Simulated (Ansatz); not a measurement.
Cartesian coordinates in Å:
```
Si -0.1316 1.5752 0.6654
C -0.8827 -0.1152 0.3416
Si 0.3568 -1.4316 -0.1171
Se 1.8229 -0.7299 -1.7220
H 0.1631 2.2706 -0.6120
H -1.0822 2.4102 1.4500
H 1.1268 1.4394 1.4465
H -1.4101 -0.4544 1.2409
H -1.6316 -0.0260 -0.4522
H 1.2369 -1.7422 1.0378
H -0.3300 -2.6727 -0.5615
H 0.7616 -0.5235 -2.7174
```

The species carries charge 0 and has multiplicity 1.

List the PBE0/def2-TZVPP orbital energies in eV (the Gaussian-basis code of Ansatz). (An estimate is asked.)

Computed: Occupied: -12361.46, -1803.14, -1802.45, -1584.27, -1421.30, -1421.27, -1421.23, -278.17, -214.69, -158.27, -158.17, -158.01, -145.42, -144.80, -100.11, -100.05, -100.04, -99.45, -99.45, -99.45, -58.28, -58.25, -58.12, -58.04, -58.02, -20.26, -19.45, -14.87, -14.28, -12.24, -11.12, -10.88, -9.73, -9.55, -9.44, -8.93, -8.75, -7.03. Lowest empty: 0.08, 0.23, 0.37, 1.14, 1.25, 1.57, 1.68, 1.91.
